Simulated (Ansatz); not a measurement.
The cluster Cs3I2 (the lowest doublet isomer of a short search). Charge 0, multiplicity 2. Geometry PBE-D4/def2-SVP, basis def2-TZVP, Ansatz.

Cartesian coordinates in Å:
```
Cs -1.744 2.031 -1.023
Cs 2.575 -0.421 -1.185
Cs -0.831 -1.614 2.210
I -0.961 -1.585 -1.519
I 0.960 1.590 1.517
```

| run | HOMO (eV) | LUMO (eV) |
| --- | --- | --- |
| A | -2.14 | -1.14 |
| B | -1.99 | -1.35 |
| C | -1.95 | -1.63 |
| D | -1.89 | -1.32 |
| E | -2.67 | -0.25 |

In the def2 sets Cs, I take a core potential; there is no spin–orbit coupling. The structure comes from a short search, and lower isomers may exist.

HOMO and LUMO are taken over both spins.

Task: The runs used PBE, PBE0, r2SCAN, r2SCANh, ωB97X-V. Estimate which is which.

Result: A PBE0 (25 % exact exchange); B r2SCANh (10 % exact exchange); C PBE (0 % exact exchange); D r2SCAN (0 % exact exchange); E ωB97X-V (range-separated). Exact exchange lowers occupied and raises empty levels; among semilocal functionals meta-GGAs tend to open the gap a little, and such runs are hard to tell apart. The gap grows from 0.32 eV (PBE) to 2.42 eV (ωB97X-V).
